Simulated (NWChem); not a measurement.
## Basis-set convergence for H4OPbSi

```xyz
7

Pb    -0.0019    -0.3026     0.3831
O      1.4179    -1.0466    -1.0102
H      1.5097    -0.4880    -1.7962
Si    -0.7193     1.9045    -1.2080
H     -0.9565     3.1644    -0.4284
H     -1.9909     1.6267    -1.9576
H      0.3223     2.2195    -2.2426
```
Charge 0, spin multiplicity 1.

The numbers come from NWChem runs, not from measurements. The geometry was optimised at B3LYP/def2-SVP with def2 effective core potentials on Pb, a minimum by its harmonic frequencies. It is one conformer; others weren't searched.

Quantity: dipole moment at the level PBE.

Effective core potentials replace the inner electrons of Pb; spin-orbit coupling is left out. The structure started from a generated list of species.

Costs are rough ratios of processor time within this set of runs, SCF included, with def2-SVP as 1.

```
basis       functions  dipole moment (D)  relative cost
----------  ---------  -----------------  -------------
def2-SVP           78                [?]              1
def2-SVPD         111               2.00        under 3
def2-TZVP         142                [?]              4
def2-TZVPD        175               2.00             10
def2-TZVPP        179                [?]              7
```

### Question
Some entries are withheld; supply them.

### Answer

- def2-SVP, dipole moment (D): 1.50
- def2-TZVP, dipole moment (D): 1.86
- def2-TZVPP, dipole moment (D): 1.88
